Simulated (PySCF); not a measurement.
B3LYP has the VWN-RPA correlation part, as in Gaussian. 

```xyz
12

N      0.3112     2.0661    -0.2931
Al     0.0493     0.3284    -0.0470
Si    -2.2768    -0.4601    -0.0288
Si     2.0458    -1.0722     0.2454
H     -0.4203     2.7481    -0.4255
H      1.2137     2.5164    -0.3203
H     -3.2517     0.6394    -0.2626
H     -2.6264    -1.0905     1.2731
H     -2.5113    -1.4892    -1.0776
H      2.1279    -2.1274    -0.8007
H      2.0310    -1.7733     1.5580
H      3.3075    -0.2858     0.1792
```

Charge 0, multiplicity 1.

**Question.** Give the Mulliken and meta-Löwdin atomic charges from B3LYP-D3(BJ)/def2-TZVP (PySCF 2.14.0).

**Answer.** 
```tsv
atom	Mulliken (e)	meta-Löwdin (e)
N1	-0.61	-0.71
Al2	0.46	0.49
Si3	0.01	0.12
Si4	0.01	0.12
H5	0.22	0.23
H6	0.22	0.23
H7	-0.06	-0.08
H8	-0.05	-0.08
H9	-0.05	-0.08
H10	-0.05	-0.08
H11	-0.05	-0.08
H12	-0.06	-0.08
```
